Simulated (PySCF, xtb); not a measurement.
Te(Me)(SH) (CH4STe), SMILES S[Te]C.

xtb with GFN2-xTB at its own geometry gives an orbital gap of 3.61 eV and a dipole moment of 2.56 D.

Geometry: B3LYP-D3(BJ)/def2-SVP. The def2 effective core potentials stand for the cores of Te; spin–orbit coupling is left out. The values are those of a single conformer.

Q: What does PySCF with B3LYP/def2-TZVPD give? (An estimate is asked for; the answer gives what the named calculation found.)

A: gap 4.06 eV (levels -6.08 and -2.02 eV), dipole 1.70 D.
